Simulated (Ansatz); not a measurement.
System: C3, net charge 0, singlet state. 
Structure (B3LYP-D3(BJ)/def2-TZVP (Ansatz, a first-principles code) minimum search):
```
C
C 1 1.2873
C 1 1.2873 2 180.00
```
Charge 0, spin multiplicity 1.

Basis-set convergence of Hartree-Fock and MP2 correlation energies (hartree) with Ansatz. Cores are frozen in the correlated levels unless marked. Spin-orbit coupling is left out. Non-relativistic.

The Hartree-Fock reference is unstable (checked in the largest basis), which strains HF and MP2. 

```
basis        functions       E(HF)  E(corr, MP2)
-----------  ---------  ----------  ------------
aug-cc-pVDZ         69  -113.36834      -0.34042
aug-cc-pVTZ        138  -113.39041      -0.40416
aug-cc-pVQZ        240  -113.39619      -0.42653
```

Extrapolating the two largest sets (X = 3 and 4) as X^-3: E(corr) = (64·(-0.42653) - 27·(-0.40416))/37 = -0.4429 Eh, an estimate of the basis-set limit. The largest set recovers 96.3 % of it, the smallest 76.9 %.
